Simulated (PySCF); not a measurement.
Structure problem from calculated spectra and properties.

Formula: C6H12BNO.

| Property | Result |
| --- | --- |
| Valence photoelectron | vertical ionisation energy: 9.78 eV [ΔSCF CAM-B3LYP/def2-SVPD] |
| 13C NMR | chemical shifts (computed TMS as zero) by class: 178.1 (1 C), 29.5 (2 C), 26.4 (1 C), 23.4 (2 C) ppm [GIAO CAM-B3LYP/pcSseg-1] |
| UV, strongest line | among the 10 lowest singlet transitions: S4 at 7.03 eV (176 nm, f = 0.199) [TDDFT CAM-B3LYP/def2-SVPD] |
| UV, first state | lowest singlet excitation: 5.16 eV (240 nm, f = 0.001) [TDDFT CAM-B3LYP/def2-SVPD] |
| Polarisability | 93.5 au [CAM-B3LYP/def2-SVPD] |
| NMR, other nuclei | isotropic shieldings of nuclei other than C and H, by class: 37 (1 B), 92 (1 N), -173 (1 O) ppm [GIAO CAM-B3LYP/pcSseg-1] |
| Triplet | lowest triplet excitation (Tamm–Dancoff): 4.69 eV [TDA CAM-B3LYP/def2-SVPD] |
| Rotational structure | rotational constants A, B, C: 4.011, 0.868, 0.735 GHz [PBE0-D3(BJ)/def2-SVP] |
| Dipole | 3.54 D [CAM-B3LYP/def2-SVPD] |
| 1H NMR | chemical shifts (computed TMS as zero) by class: 6.19 (1 H), 1.96 (3 H), 1.54 (4 H), 1.10 (4 H) ppm [GIAO CAM-B3LYP/pcSseg-1] |

The electronic properties come from PySCF, for the isolated species, density fitting. Levels stand in brackets. Geometry: PBE0-D3(BJ)/def2-SVP, one conformer, isolated molecule. NMR values are class means; diastereotopic atoms form classes of their own.

Question: What is the compound? Reason from the data.

Answer: Numbering: `[CH3:1][C:2](=[O:3])[NH:4][B:5]1[CH2:6][CH2:7][CH2:8][CH2:9]1`. 6 carbons fall into 4 classes; from least to most shielded: amide carbonyl carbon [C2] (178.1 ppm), ring CH2 carbon [C7/C8] (29.5 ppm, 2 C), methyl carbon next to a carbonyl [C1] (26.4 ppm), ring sp3 carbon bound to boron [C6/C9] (23.4 ppm, 2 C). Hydrogen classes from least to most shielded: 1 H on an amide nitrogen, N4 (6.19 ppm), 3 H on a methyl carbon next to a carbonyl, C1 (1.96 ppm), 4 H on 2 ring CH2 carbons, C7/C8 (1.54 ppm, a mean of values up to 0.7 ppm apart in this geometry), 4 H on 2 like atoms (sp3 carbon bound to boron), C6/C9 (1.10 ppm, a mean of values up to 1.4 ppm apart in this geometry). The other shieldings belong to: 37 ppm, three-coordinate boron [B5]; 92 ppm, amide nitrogen [N4]; -173 ppm, amide oxygen [O3]. The first electron is taken from the HOMO, whose largest Löwdin shares are 0.61 on the amide oxygen, 0.09 on the amide carbonyl carbon, 0.09 on the methyl carbon next to a carbonyl and 0.07 on the amide nitrogen. The optimised geometry has point group C1 and is an asymmetric top. Structure: `CC(=O)NB1CCCC1`. The assignments are read from this structure; whether some other isomer fits the data as well wasn't checked.
